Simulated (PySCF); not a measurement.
A PySCF script (with the pyscf-properties extension) for the NMR shieldings of SMILES O1[Si@@H](C#CC)[C@@H](F)CC1, C6H9FOSi, on a PBE0-D3(BJ)/def2-SVP geometry:

```python
import basis_set_exchange as bse
import numpy as np
from pyscf import gto, scf
from pyscf.prop import nmr

atoms = """
C     3.909905    0.376156   -0.546747
C     2.486616    0.639497   -0.471677
C     1.287432    0.848848   -0.403221
Si   -0.495172    1.183486   -0.337634
O    -1.173237    0.927014    1.178064
C    -2.124730   -0.120955    1.187292
C    -2.704072   -0.264832   -0.221877
C    -1.548261   -0.160387   -1.205143
F    -0.837209   -1.354180   -1.211113
H     4.477716    1.305066   -0.710880
H     4.270227   -0.083211    0.386890
H     4.136909   -0.314723   -1.373631
H    -0.763516    2.575862   -0.793315
H    -1.640468   -1.065333    1.494632
H    -2.906077    0.113416    1.927383
H    -3.256023   -1.209426   -0.354809
H    -3.403985    0.565890   -0.418777
H    -1.891566    0.044043   -2.231934
"""
names = dict.fromkeys(["C", "Si", "O", "F", "H"], "pcSseg-1")
basis = {el: gto.basis.parse(bse.get_basis(n, elements=[el], fmt="nwchem")) for el, n in names.items()}
mol = gto.M(atom=atoms, basis=basis, charge=0, verbose=0)
mf = scf.RHF(mol)
mf.conv_tol = 1e-9
mf.kernel()

calc = nmr.RHF(mf)   # GIAO
C = mf.mo_coeff
Co = C[:, mf.mo_occ > 0]
resp = mf.gen_response(singlet=True, hermi=2)
def vind(x):   # induced exchange potential for any number of trial vectors
    d = np.einsum("pi,xij,qj->xpq", C, 2 * x.reshape(-1, C.shape[1], Co.shape[1]), Co, optimize=True)
    return np.einsum("xpq,pi,qj->xij", resp(d - d.transpose(0, 2, 1)), C, Co, optimize=True).ravel()
mo1, _ = nmr.rhf.solve_mo1(calc, with_cphf=vind)
sigma = calc.kernel(mo1)
for i, s in enumerate(sigma):   # ppm
    print("%2d %-2s %9.2f" % (i, mol.atom_pure_symbol(i), np.trace(s) / 3))
```

Question: Give the expected output.

Answer: 
```
 0 C     186.42
 1 C      73.25
 2 C     109.13
 3 Si    413.95
 4 O     318.48
 5 C     131.39
 6 C     156.45
 7 C     114.76
 8 F     461.06
 9 H      29.75
10 H      29.67
11 H      29.72
12 H      27.39
13 H      27.91
14 H      27.82
15 H      29.58
16 H      30.44
17 H      27.50
```

These numbers come from an equivalent density-fitted implementation of the same equations, which agrees with the script to about 0.01 ppm for H and up to a few tenths of a ppm for heavy atoms, so last digits may differ.

Question: Turn these shieldings into chemical shifts. Shifts are taken against calculated references (same method and geometry level): TMS for 13C (σ = 190.85 ppm) and 29Si (σ = 393.43 ppm) and 1H (σ = 31.69 ppm); 17O (σ = 333.31 ppm) against H2O; CFCl3 for 19F (σ = 246.35 ppm).

Answer: Averaging equivalent atoms: C 1: 117.6; C 2: 81.7; C 7: 76.1; C 5: 59.5; C 6: 34.4; C 0: 4.4; Si 3: -20.5; O 4: 14.8; F 8: -214.7; H 12: 4.30; H 17: 4.19; H 14: 3.86; H 13: 3.78; H 15: 2.11; H 9/10/11: 1.98; H 16: 1.24 ppm. Unscaled 19F shifts against computed CFCl3 carry errors that often reach 10 to 50 ppm. Experimental scales use liquid or dissolved standards, which lie at an offset from isolated H2O (liquid H2O: subtract about 36 ppm).

Size and cost of the density-fitted run: 205 basis functions, 36 s wall time on 1 thread of an Arm Neoverse N1, shared host; peak memory 0.95 GiB.
